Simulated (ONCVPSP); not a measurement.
## P (Z = 15): from the effect back to the setting (ONCV)

Base potential:

phosphorus (P), optimised norm-conserving Vanderbilt (ONCV), made with ONCVPSP 4.0.1 (LDA (Perdew-Wang 92), non-relativistic). Core [Ne], reference 3s2 3p3. Waves: 3s: rc 1.35 bohr, ncon 4, nbas 7, qcut 4.6 1/bohr, 2 projectors, debl 1.1 Ha; 3p: rc 1.25 bohr, ncon 5, nbas 8, qcut 6.9 1/bohr, 2 projectors, debl 1.7 Ha. Local part: polynomial inside 1.10 bohr (lpopt 2, dvloc0 0 Ha). Core correction: none.

Cutoffs, loose and tight: the cutoffs (Ha) at which the residual kinetic energy of the hardest occupied pseudo-wave falls to 1 and 0.1 mHa per electron. They do not see the model core or the augmentation charge, which bear on the density cutoff. Test errors are all-electron minus pseudo excitation energies from the reference, over the configurations 3s2 3p2; 3s2 3p1; 3s2 3p0; 3s2 3p2.5; variants that change the core or the reference have their own tests.

Only the scale of all radii (base = 1) is moved (3 further runs of the sweep failed or gave no value and are left out):

```tsv
scale of all radii (base = 1)	cutoff, loose	cutoff, tight	bound ghosts	largest test error (meV)
0.98	114 Ha	134 Ha	s, p	+111
1.1	38 Ha	93 Ha	p	+113
1.2	13 Ha	53 Ha	none	+119
1.23	9.9 Ha	31 Ha	none	+122
1.32	9.4 Ha	24 Ha	none	+131
```

Task: One more run gave cutoff, loose: 81 Ha; cutoff, tight: 108 Ha; bound ghosts: p; largest test error (meV): +111. Which value of the scale of all radii (base = 1) was used?

Result: 1.06. The loose cutoff moves one way along this sweep, from 114 Ha at 0.98 to 9.4 Ha at 1.32, which places the run between 0.98 and 1.1.
